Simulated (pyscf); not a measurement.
PySCF, gas phase, ωB97X-D3(BJ)/def2-SVP geometries. Singlets are restricted, triplets unrestricted.

Singlet (Å):
```xyz
6

F      2.4517     0.8478    -1.5761
Ge     0.7069     1.0670    -1.4171
Ge     0.6223    -0.5305     0.4928
H     -0.7828    -0.7434     1.0910
H      1.1556    -1.9012     0.0328
H      1.5476    -0.0285     1.6182
```

Triplet (Å):
```xyz
6

F      1.3401    -2.0895    -1.0544
Ge     1.5286    -0.3508    -1.2661
Ge    -0.1424     0.8773     0.0461
H     -1.5517     0.4920    -0.4257
H      0.0366     0.5565     1.5368
H      0.1633     2.3494    -0.2497
```

Question: For these two minima of F–Ge:–GeH₃ (SMILES [F][Ge][GeH3]), which spin state lies lower at ωB97X-D3(BJ)/def2-TZVP, and by how much (electronic energies)?

Answer: The singlet, by 32.8 kcal/mol. Zero-point energy shifts E(triplet) − E(singlet) by +0.3 kcal/mol. The 7 functionals that were run give +26.0 (M06-2X) to +32.8 kcal/mol (ωB97X-D3(BJ)/def2-TZVP). Other isomers of F–Ge:–GeH₃ [singlet] were not searched in full and may lie lower. 

E(triplet) − E(singlet) by level (kcal/mol):

```tsv
level	gap
ωB97X-D3(BJ)/def2-TZVP	+32.8
PBE/def2-TZVP	+30.5
r²SCAN/def2-TZVP	+26.5
B3LYP-D3(BJ)/def2-TZVP	+32.3
PBE0-D3(BJ)/def2-TZVP	+28.5
M06-2X/def2-TZVP	+26.0
ωB97M-D3(BJ)/def2-TZVP	+32.8
HF/def2-TZVP	+15.8
```

The triplet is the lowest one reached from the SCF start used. Elements up to Kr have no core potential and no relativistic terms here.
